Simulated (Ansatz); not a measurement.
`[SiH3][AlH][SiH]1CO1`. Charge 0, multiplicity 1. Geometry: relaxed with PBE0-D4/def2-TZVP. It is one conformer, not always the lowest.

```xyz
12

Si    1.064   -1.771    1.222
Al    0.257    0.523    1.545
Si   -1.050    1.373   -0.324
C    -0.510    0.869   -2.003
O    -1.591    0.159   -1.372
H     2.228   -2.117    2.086
H     1.462   -1.992   -0.197
H    -0.034   -2.730    1.535
H     0.579    1.414    2.820
H    -1.967    2.546   -0.275
H     0.378    0.264   -2.173
H    -0.817    1.461   -2.865
```

Question: What is the dipole moment at PBE/def2-TZVPP? (Estimate.)

Answer: The calculation gave: 1.55 D, with components (0.91, 1.06, 0.66) D in this frame, pointing from negative to positive charge.

Question: And with r2SCAN, B3LYP, ωB97M-V? (An estimate is asked.)

Answer: Computed: r2SCAN 1.64 D, B3LYP 1.92 D, ωB97M-V 2.05 D.

Question: Give the Mulliken charges with PBE, r2SCAN, B3LYP in def2-TZVPP. (An estimate is asked.)

Answer: Computed: 
| atom | PBE | r2SCAN | B3LYP |
| --- | --- | --- | --- |
| Si1 | -0.01 | 0.04 | 0.06 |
| Al2 | 0.34 | 0.46 | 0.36 |
| Si3 | 0.17 | 0.22 | 0.24 |
| C4 | -0.08 | -0.04 | -0.10 |
| O5 | -0.32 | -0.39 | -0.40 |
| H6 | -0.04 | -0.06 | -0.06 |
| H7 | -0.04 | -0.06 | -0.05 |
| H8 | -0.04 | -0.06 | -0.06 |
| H9 | -0.10 | -0.15 | -0.12 |
| H10 | -0.07 | -0.09 | -0.08 |
| H11 | 0.09 | 0.07 | 0.10 |
| H12 | 0.09 | 0.07 | 0.10 |

B3LYP here is the variant with VWN-RPA as its local correlation; programs differ in this.
